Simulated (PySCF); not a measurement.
# `O[SiH2]O/C=C\Cl`, C2H5ClO2Si

Geometry:
```json
{"atom": "O1", "x (Å)": "-2.244", "y (Å)": "-0.358", "z (Å)": "0.821"}
{"atom": "Si2", "x (Å)": "-1.652", "y (Å)": "0.456", "z (Å)": "-0.441"}
{"atom": "O3", "x (Å)": "-0.140", "y (Å)": "0.938", "z (Å)": "-0.038"}
{"atom": "C4", "x (Å)": "0.538", "y (Å)": "2.078", "z (Å)": "-0.159"}
{"atom": "C5", "x (Å)": "1.815", "y (Å)": "2.214", "z (Å)": "0.179"}
{"atom": "Cl6", "x (Å)": "2.748", "y (Å)": "0.913", "z (Å)": "0.809"}
{"atom": "H7", "x (Å)": "-1.699", "y (Å)": "-0.938", "z (Å)": "1.347"}
{"atom": "H8", "x (Å)": "-2.567", "y (Å)": "1.575", "z (Å)": "-0.596"}
{"atom": "H9", "x (Å)": "-1.478", "y (Å)": "-0.380", "z (Å)": "-1.623"}
{"atom": "H10", "x (Å)": "-0.001", "y (Å)": "2.932", "z (Å)": "-0.555"}
{"atom": "H11", "x (Å)": "2.345", "y (Å)": "3.144", "z (Å)": "0.081"}
```

Level of theory: PySCF, GIAO PBE/pcSseg-1 magnetisability, rotational g tensor and spin-rotation constants, non-relativistic, gas phase. Geometry: GFN2-xTB, dihedral held. The dihedral O1–Si2–O3–C4 is held at 225°.

Q: Give the nuclear spin-rotation constants along the inertial axes (H = +C I·J) beside the isotropic shieldings.

A: Rotational constants 5.9892, 0.9715, 0.8703 GHz. A star marks the isotopologue with that one atom substituted, in its own axes.
| atom | isotope | Caa (kHz) | Cbb (kHz) | Ccc (kHz) | mean (kHz) | σ (ppm) |
| --- | --- | --- | --- | --- | --- | --- |
| Cl6 | 35Cl | 1.868 | 0.161 | 0.145 | 0.724 | 784.1 |
| H7 | 1H | -0.661 | 0.007 | -0.113 | -0.255 | 29.5 |
| H8 | 1H | -0.326 | -0.007 | -0.056 | -0.130 | 26.5 |
| H9 | 1H | -0.510 | -0.083 | 0.044 | -0.183 | 26.2 |
| H10 | 1H | -0.464 | 0.065 | -0.088 | -0.162 | 25.0 |
| H11 | 1H | -0.073 | -0.024 | -0.087 | -0.061 | 26.4 |
| O1 | 17O* | -0.304 | -0.116 | -0.091 | -0.170 | 284.0 |
| Si2 | 29Si* | -3.726 | -0.579 | -0.539 | -1.615 | 364.7 |
| O3 | 17O* | -1.490 | -0.169 | -0.082 | -0.580 | 187.0 |
| C4 | 13C* | 1.862 | 0.448 | 0.202 | 0.837 | 41.0 |
| C5 | 13C* | 1.682 | 0.360 | 0.178 | 0.740 | 73.3 |

For the geometry as given, no vibrational averaging.
